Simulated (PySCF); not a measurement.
How the method moves the HOMO and LUMO of `FBC1CC1`

C3H6BF.
Z-matrix (Å and degrees, PBE0-D3(BJ)/def2-SVP geometry), rows numbered from 1:
```
F 
B   1  1.3260
C   2  1.5357  1  120.98
C   3  1.5233  2  117.17  1  -146.48
C   4  1.4773  3   61.00  2  -106.65
H   2  1.2153  1  117.05  3  -179.91
H   3  1.0948  2  118.42  1     0.38
H   4  1.0929  3  116.35  5  -109.79
H   4  1.0937  3  117.76  5   109.06
H   5  1.0937  3  117.67  4  -108.98
H   5  1.0928  3  116.47  4   109.78
```

Basis pcSseg-2 throughout (PySCF), one geometry. The structure is a single PBE0-D3(BJ)/def2-SVP conformer in the gas phase; no vibrational or solvent corrections.

Q: How do the orbital energies, the gap and the dipole change with the method?

A: 
```csv
method,kind,HOMO (eV),LUMO (eV),gap (eV),μ (D),SCF cycles
BLYP,GGA,-7.09,-1.32,5.77,1.76,14
OPBE,GGA,-7.12,-1.24,5.88,1.74,14
B97-D,GGA,-7.17,-1.24,5.93,1.75,14
PBE,GGA,-7.18,-1.44,5.74,1.77,14
KT2,GGA,-7.25,-1.44,5.81,1.80,14
BP86,GGA,-7.27,-1.47,5.80,1.77,14
KT3,GGA,-7.28,-1.38,5.90,1.77,14
LDA,LDA,-7.31,-1.72,5.59,1.83,14
B97-2,global hybrid,-8.33,-0.44,7.89,1.80,12
B3LYP,global hybrid,-8.38,-0.71,7.67,1.81,12
PBE0,global hybrid,-8.60,-0.46,8.15,1.82,12
mPW1PW91,global hybrid,-8.63,-0.46,8.18,1.82,12
BHandHLYP,global hybrid,-9.89,0.48,10.37,1.87,11
CAM-B3LYP,range-separated hybrid,-10.04,0.55,10.60,1.81,12
wB97X-D,range-separated hybrid,-10.50,1.40,11.90,1.78,13
LC-wPBE,range-separated hybrid,-11.41,1.76,13.17,1.77,13
HF,Hartree–Fock,-11.64,2.53,14.18,1.90,10
```

The HOMO spans 4.56 eV, from BLYP down to HF, and the gap runs from 5.59 eV (LDA) to 14.18 eV (HF). Over the methods BLYP (0 %), OPBE (0 %), B97-D (0 %), PBE (0 %), KT2 (0 %), BP86 (0 %), KT3 (0 %), LDA (0 %), B97-2 (21 %), B3LYP (20 %), PBE0 (25 %), mPW1PW91 (25 %), BHandHLYP (50 %), HF (100 %), a straight line through the gap against the share of exact exchange rises by 0.86 eV for each 10 % (correlation coefficient 0.998). The dipole ranges from 1.74 D (OPBE) to 1.90 D (HF). This basis has no diffuse functions.

The vertical ΔSCF ionisation energy at wB97X-D/def2-SVPD is 10.98 eV; −ε(HOMO) comes closest to it with LC-wPBE (11.41 eV).
